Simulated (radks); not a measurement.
The numbers below are computed, except where a source is named.
All-electron atom: the magnesium ion Mg2+ in [Ne].

Level of theory: scalar-relativistic Kohn-Sham, Slater X-alpha with alpha = 0.899, spin-polarised, spherical densities, finite nucleus; Fermi nuclear charge, rms radius 3.057 fm (a radial shooting solver on a logarithmic mesh with Libxc functionals).

Energy parts (eV):
part                  energy
total              -5518.688
kinetic             5535.047
electron-nucleus  -12962.507
Hartree             2442.439
exchange            -533.667

Orbitals (lengths in bohr, moments of r in powers of bohr):
orbital,occ.,eigenvalue (eV),<r^4>
1s,2,-1301.942,0.001350
2s,2,-106.0395,0.5925
2p,6,-73.0291,0.7113

The highest occupied level is 2p at -73.029 eV. The electron density at the nucleus is 1167 e/bohr^3 (large components only). Summed over all electrons, <r^2> = 4.520 bohr^2, which gives a Langevin (diamagnetic) susceptibility term of -3.58 x 10^-6 cm^3/mol.
